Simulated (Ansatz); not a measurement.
Relaxation of the cluster Pt₂H₄ with RKS B3LYP-D4/def2-TZVP.

```sh
$ ansatz run in.yaml --threads 4 --pin off --events-out ev --progress --plain --max-ram 3916MiB
```

```yaml
crystal:
  periodic: [false, false, false]
  atoms:
    - {symbol: Pt, position_ang: [-0.901370, 1.121050, -0.273010]}
    - {symbol: Pt, position_ang: [0.921480, -0.266400, 0.884400]}
    - {symbol: H, position_ang: [-1.575440, 0.292500, -1.676930]}
    - {symbol: H, position_ang: [1.114860, -2.183490, 1.249850]}
    - {symbol: H, position_ang: [-2.341490, 1.224310, -0.687000]}
    - {symbol: H, position_ang: [2.781950, -0.187970, 0.502700]}
basis:
  gaussian: {orbitals: def2-TZVP}
hamiltonian: {xc: {name: B3LYP}, dispersion: d4}
scf: {omitted_lower_state_checks: [starts]}
output: {orbitals: {seedname: orbitals}}
relax: {f_tol: 0.02, max_steps: 100}
```

Hardware: 4 threads of Arm Neoverse V2 on a shared host. Wall time 41 s.

Positions (Å) and forces (eV/Å) at steps 1, 2, 3, 4, 5, 6, 7, 8, 9, 10, 11, 12, 13, 16, 18, 19, 20, 21, 22, 23, 24, 25, 26, 27, 28, 29, 30, 31, 33, 34 of 34:

```xyz
6
step=1 energy=-6559.6726 eV
Pt   -0.901    1.121   -0.273   -0.665   -1.805   -2.919
Pt    0.921   -0.266    0.884    4.294   -2.885    0.591
H    -1.575    0.292   -1.677    1.436    1.091    2.138
H     1.115   -2.183    1.250   -0.724    3.102   -0.936
H    -2.341    1.224   -0.687   -1.410    0.617    0.339
H     2.782   -0.188    0.503   -2.931   -0.119    0.788
6
step=2 energy=-6561.8328 eV
Pt   -0.907    1.037   -0.363   -0.308   -1.126   -1.005
Pt    1.086   -0.377    0.900    1.342   -1.385    0.307
H    -1.521    0.320   -1.611    0.801    0.040    0.517
H     1.077   -2.036    1.201   -0.112    2.315   -0.812
H    -2.395    1.252   -0.665   -0.381    0.577    0.554
H     2.660   -0.196    0.538   -1.342   -0.422    0.439
6
step=3 energy=-6562.2794 eV
Pt   -0.920    0.967   -0.388   -0.435   -0.949   -0.924
Pt    1.087   -0.334    0.910    0.808   -1.106    0.148
H    -1.424    0.190   -1.647    0.572    0.196    0.686
H     1.020   -1.960    1.108    0.042    1.888   -0.585
H    -2.413    1.348   -0.550    0.094    0.306    0.373
H     2.649   -0.212    0.568   -1.081   -0.335    0.304
6
step=4 energy=-6562.6100 eV
Pt   -0.922    0.863   -0.426   -0.038    0.337    0.470
Pt    1.064   -0.314    0.921   -0.537    1.139    0.260
H    -1.349    0.112   -1.639   -0.064   -0.550   -0.490
H     1.040   -1.799    0.999   -0.043   -0.801   -0.259
H    -2.379    1.417   -0.460    0.232    0.017    0.109
H     2.546   -0.278    0.604    0.451   -0.142   -0.089
6
step=5 energy=-6562.7506 eV
Pt   -0.901    0.879   -0.441    0.039    0.350    0.144
Pt    1.042   -0.250    0.958   -0.264    0.432    0.218
H    -1.332   -0.044   -1.550   -0.061   -0.321   -0.079
H     0.995   -1.747    0.813   -0.044   -0.292   -0.246
H    -2.346    1.460   -0.448    0.131   -0.095    0.000
H     2.541   -0.298    0.668    0.200   -0.073   -0.037
6
step=6 energy=-6562.8350 eV
Pt   -0.852    0.951   -0.468   -0.145   -0.379   -0.304
Pt    1.018   -0.200    1.012   -0.058   -0.495   -0.223
H    -1.314   -0.176   -1.420    0.141    0.328    0.496
H     0.949   -1.695    0.630   -0.011    0.581   -0.019
H    -2.323    1.447   -0.463    0.085   -0.030   -0.055
H     2.522   -0.327    0.709   -0.013   -0.006    0.104
6
step=7 energy=-6562.9007 eV
Pt   -0.841    0.963   -0.470    0.037   -0.356   -0.372
Pt    1.015   -0.186    0.996   -0.204   -0.447   -0.097
H    -1.313   -0.271   -1.267    0.093    0.385    0.381
H     0.912   -1.623    0.453    0.050    0.490    0.063
H    -2.305    1.466   -0.514   -0.022   -0.065    0.021
H     2.531   -0.349    0.802    0.045   -0.007    0.004
6
step=8 energy=-6562.9390 eV
Pt   -0.776    0.973   -0.536   -0.343   -0.416   -0.133
Pt    0.976   -0.175    1.012   -0.073   -0.349   -0.298
H    -1.305   -0.348   -1.130    0.084    0.493    0.273
H     0.869   -1.525    0.289    0.107    0.389    0.164
H    -2.259    1.440   -0.497    0.127   -0.053   -0.102
H     2.495   -0.365    0.863    0.099   -0.065    0.096
6
step=9 energy=-6562.9717 eV
Pt   -0.779    0.958   -0.564   -0.358   -0.338   -0.272
Pt    0.982   -0.171    0.983   -0.028   -0.404   -0.133
H    -1.410   -0.379   -0.996    0.147    0.475    0.177
H     0.953   -1.452    0.141    0.057    0.325    0.204
H    -2.252    1.468   -0.560    0.224   -0.107    0.045
H     2.507   -0.424    0.996   -0.042    0.049   -0.022
6
step=10 energy=-6562.9904 eV
Pt   -0.768    0.946   -0.600   -0.281   -0.285   -0.082
Pt    0.962   -0.199    0.980    0.117   -0.231   -0.168
H    -1.475   -0.364   -0.960    0.131    0.315    0.096
H     1.007   -1.455    0.111    0.044    0.219    0.148
H    -2.227    1.475   -0.560    0.161   -0.042    0.006
H     2.500   -0.403    1.030   -0.172    0.024    0.000
6
step=11 energy=-6562.9925 eV
Pt   -0.753    0.933   -0.637   -0.159    0.146   -0.178
Pt    0.893   -0.252    0.919    0.248   -0.077    0.249
H    -1.497   -0.374   -0.836   -0.060    0.051   -0.019
H     1.110   -1.476    0.051    0.084   -0.044    0.006
H    -2.179    1.521   -0.571   -0.069   -0.019   -0.026
H     2.427   -0.352    1.075   -0.045   -0.057   -0.031
6
step=12 energy=-6563.0060 eV
Pt   -0.768    0.931   -0.640   -0.025    0.003   -0.048
Pt    0.915   -0.252    0.937    0.090   -0.030    0.055
H    -1.554   -0.344   -0.870   -0.009    0.012   -0.006
H     1.152   -1.481    0.081    0.014   -0.014   -0.003
H    -2.193    1.518   -0.581   -0.018    0.017    0.007
H     2.448   -0.372    1.073   -0.053    0.012   -0.005
6
step=13 energy=-6563.0073 eV
Pt   -0.772    0.923   -0.647   -0.004   -0.019    0.000
Pt    0.917   -0.264    0.938    0.019   -0.012   -0.008
H    -1.585   -0.337   -0.879    0.002    0.014   -0.001
H     1.180   -1.493    0.087    0.003    0.008    0.009
H    -2.189    1.532   -0.579    0.008    0.001    0.004
H     2.449   -0.361    1.079   -0.028    0.008   -0.005
6
step=16 energy=-6563.0078 eV
Pt   -0.772    0.914   -0.652   -0.011   -0.010    0.015
Pt    0.905   -0.289    0.931    0.022   -0.013   -0.025
H    -1.621   -0.323   -0.879    0.008    0.002    0.000
H     1.229   -1.517    0.099   -0.007    0.010    0.010
H    -2.177    1.549   -0.577   -0.001    0.009   -0.007
H     2.436   -0.335    1.078   -0.012    0.003    0.006
6
step=18 energy=-6563.0047 eV rejected
Pt   -0.789    0.995   -0.600   -0.096   -0.034   -0.041
Pt    0.829   -0.412    0.865    0.291   -0.203   -0.107
H    -1.556   -0.303   -0.776   -0.013    0.012   -0.013
H     1.381   -1.649    0.142   -0.115    0.224    0.112
H    -2.217    1.612   -0.658    0.133   -0.020    0.050
H     2.351   -0.243    1.027   -0.201    0.021    0.000
6
step=19 energy=-6563.0084 eV
Pt   -0.776    0.925   -0.644   -0.002    0.017   -0.002
Pt    0.891   -0.313    0.918    0.003   -0.011    0.005
H    -1.615   -0.319   -0.864   -0.001   -0.005    0.002
H     1.259   -1.544    0.109    0.002   -0.003    0.003
H    -2.181    1.564   -0.589   -0.004    0.000   -0.004
H     2.421   -0.313    1.071    0.001    0.002   -0.003
6
step=20 energy=-6563.0085 eV
Pt   -0.779    0.939   -0.639   -0.018   -0.045    0.069
Pt    0.867   -0.361    0.907    0.139   -0.068   -0.136
H    -1.623   -0.305   -0.847    0.018    0.013    0.004
H     1.320   -1.593    0.128   -0.036    0.103    0.080
H    -2.182    1.590   -0.603    0.020    0.008   -0.020
H     2.397   -0.269    1.054   -0.123   -0.011    0.003
6
step=21 energy=-6562.9983 eV rejected
Pt   -0.791    1.004   -0.595   -0.084   -0.124    0.007
Pt    0.810   -0.454    0.854    0.507   -0.185   -0.197
H    -1.556   -0.296   -0.770   -0.020    0.032   -0.019
H     1.422   -1.692    0.164   -0.165    0.335    0.163
H    -2.213    1.635   -0.661    0.151   -0.012    0.050
H     2.328   -0.198    1.009   -0.389   -0.046   -0.003
6
step=22 energy=-6563.0112 eV
Pt   -0.786    0.961   -0.620   -0.024    0.015   -0.011
Pt    0.843   -0.392    0.873    0.028   -0.033   -0.003
H    -1.589   -0.307   -0.843   -0.018    0.012    0.011
H     1.363   -1.636    0.167    0.003   -0.001   -0.002
H    -2.192    1.613   -0.600    0.017   -0.009   -0.009
H     2.360   -0.239    1.022   -0.005    0.016    0.014
6
step=23 energy=-6563.0116 eV
Pt   -0.797    0.945   -0.625    0.064    0.057   -0.065
Pt    0.845   -0.430    0.842   -0.014   -0.053    0.086
H    -1.652   -0.294   -0.812   -0.011    0.005    0.009
H     1.434   -1.657    0.159    0.013    0.022    0.000
H    -2.178    1.647   -0.621    0.013   -0.049    0.035
H     2.347   -0.212    1.058   -0.065    0.018   -0.065
6
step=24 energy=-6563.0149 eV
Pt   -0.787    0.954   -0.628   -0.036   -0.014    0.015
Pt    0.800   -0.510    0.808    0.392   -0.094   -0.052
H    -1.662   -0.279   -0.770   -0.023    0.019   -0.018
H     1.529   -1.710    0.179   -0.096    0.185    0.101
H    -2.159    1.683   -0.624    0.077   -0.031    0.014
H     2.278   -0.138    1.035   -0.316   -0.064   -0.060
6
step=25 energy=-6563.0195 eV
Pt   -0.788    0.937   -0.623   -0.021    0.000   -0.002
Pt    0.806   -0.509    0.817    0.224   -0.072   -0.029
H    -1.685   -0.274   -0.806   -0.008    0.025    0.001
H     1.534   -1.707    0.197   -0.046    0.098    0.058
H    -2.147    1.686   -0.606    0.041   -0.024    0.006
H     2.280   -0.133    1.021   -0.190   -0.027   -0.034
6
step=26 energy=-6563.0231 eV
Pt   -0.747    0.897   -0.616   -0.168   -0.097    0.056
Pt    0.766   -0.637    0.806    0.009    0.054   -0.103
H    -1.764   -0.209   -0.818    0.019   -0.048   -0.019
H     1.668   -1.742    0.259    0.067   -0.095    0.016
H    -2.066    1.702   -0.571    0.021    0.162   -0.024
H     2.143   -0.012    0.940    0.051    0.024    0.074
6
step=27 energy=-6562.9972 eV rejected
Pt   -0.829    0.819   -0.614    0.037    0.114   -0.343
Pt    0.830   -0.642    0.742    0.128   -0.171    0.299
H    -1.950   -0.182   -0.888    0.165    0.102    0.118
H     1.786   -1.770    0.313   -0.090    0.144   -0.054
H    -2.040    1.792   -0.570    0.053   -0.182    0.140
H     2.203   -0.016    1.017   -0.293   -0.007   -0.160
6
step=28 energy=-6563.0364 eV
Pt   -0.751    0.858   -0.621   -0.203   -0.030   -0.069
Pt    0.761   -0.685    0.766    0.222   -0.049   -0.008
H    -1.831   -0.187   -0.839    0.053   -0.003    0.000
H     1.751   -1.768    0.307   -0.009    0.010    0.038
H    -2.020    1.739   -0.539    0.023    0.108    0.009
H     2.089    0.043    0.926   -0.085   -0.036    0.030
6
step=29 energy=-6563.0432 eV
Pt   -0.768    0.818   -0.656   -0.271    0.062   -0.038
Pt    0.764   -0.724    0.723    0.405   -0.072    0.001
H    -1.901   -0.179   -0.862    0.103    0.096    0.026
H     1.831   -1.788    0.359   -0.147    0.142    0.062
H    -1.973    1.789   -0.490    0.141   -0.113   -0.014
H     2.046    0.085    0.926   -0.230   -0.116   -0.037
6
step=30 energy=-6563.0350 eV rejected
Pt   -0.766    0.838   -0.634    0.310   -0.001   -0.150
Pt    0.767   -0.789    0.683   -0.342   -0.025    0.129
H    -1.865   -0.164   -0.880   -0.179   -0.122   -0.031
H     1.878   -1.830    0.444    0.072    0.029   -0.096
H    -1.956    1.801   -0.451   -0.055    0.035    0.110
H     1.942    0.145    0.837    0.195    0.084    0.038
6
step=31 energy=-6563.0491 eV
Pt   -0.766    0.816   -0.663   -0.010    0.008   -0.002
Pt    0.762   -0.755    0.709    0.050    0.003   -0.011
H    -1.900   -0.171   -0.864   -0.017    0.013    0.000
H     1.857   -1.794    0.388   -0.019    0.024    0.011
H    -1.949    1.794   -0.467    0.026   -0.029    0.002
H     1.996    0.111    0.897   -0.030   -0.019    0.001
6
step=33 energy=-6563.0495 eV rejected
Pt   -0.770    0.769   -0.685    0.054    0.027    0.029
Pt    0.768   -0.777    0.703   -0.025   -0.006   -0.035
H    -1.968   -0.140   -0.883   -0.023   -0.001    0.006
H     1.899   -1.781    0.403    0.020   -0.025    0.021
H    -1.894    1.797   -0.439   -0.033   -0.008   -0.015
H     1.966    0.132    0.901    0.007    0.013   -0.006
6
step=34 energy=-6563.0504 eV
Pt   -0.765    0.792   -0.680   -0.013    0.002    0.004
Pt    0.765   -0.774    0.694    0.005    0.000   -0.006
H    -1.941   -0.146   -0.875    0.001    0.003   -0.001
H     1.889   -1.792    0.412   -0.002    0.003    0.004
H    -1.919    1.792   -0.443    0.013   -0.007   -0.001
H     1.970    0.127    0.892   -0.004   -0.001    0.000
```

In the def2 sets Pt takes a core potential; there is no spin–orbit coupling. The structure comes from a short search, and lower isomers may exist.
